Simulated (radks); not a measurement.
Q: Numerical settings for the strontium ion Sr2+, [Kr]. All-electron calculation, Dirac Kohn-Sham, BLYP, spin-unpolarised, spherical densities, point nucleus. Program: a radial shooting solver on a logarithmic mesh with Libxc functionals. The defaults (mesh step 0.008 in ln r, mesh end at 40 bohr or more with all orbitals vanishing there, Anderson mixing 0.5 over 9 steps, residual threshold near 1e-9 with the energy settled to 1e-9 hartree or 1e-11 of itself, here a cap of 92 iterations) give E = -3179.6585 hartree and 4p3/2 at -35.937 eV in 14 iterations. Run on one thread of a shared host, so times are rough (Arm Neoverse V1): 0.11 s of CPU time, 0.11 s wall, 14 iterations on 2486 mesh points. One setting is changed at a time: mesh step in ln r 0.12; mesh step in ln r 0.003; mesh step in ln r 0.03; mesh end (bohr) 2; mesh end (bohr) 20; residual threshold 0.01; residual threshold 0.1; mixing 0.05; linear mixing, mixing 0.2; linear mixing, mixing 0.5; mixing history 3; iteration cap 8. Which runs fail to converge, and which converge to a wrong energy?

A: Not converged within the cap: mesh step in ln r 0.12; iteration cap 8. Settled on a wrong energy, with an occupied level pushed above zero by the early mesh end: mesh end (bohr) 2 (+6.11 hartree). Apart from these: no run marked as converged misses the energy by more than 1 mhartree.
